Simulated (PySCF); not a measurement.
C5H6O2, SMILES c1(coc(O)c1)C.

The structure is a stationary point at TPSSh-D3(BJ)/def2-SVP. The values are those of a single conformer.

Vertical ionisation energy (IE) and electron affinity (EA) in eV. Rows of orbital energies are one-electron estimates. Where ΔSCF, EOM or ADC give a negative EA the extra electron is unbound and the value depends on the basis.

```csv
level,IE,EA
"−ε(HOMO), −ε(LUMO), r2SCAN/def2-TZVP (PySCF)",4.93,-0.07
"−ε(HOMO), −ε(LUMO), PBE/def2-TZVP (PySCF)",___,___
```

What belongs in the gaps? (The exact figures need the calculation; the answer reports its results.)


- −ε(HOMO), −ε(LUMO), PBE/def2-TZVP (PySCF), IE: 4.78
- −ε(HOMO), −ε(LUMO), PBE/def2-TZVP (PySCF), EA: 0.15
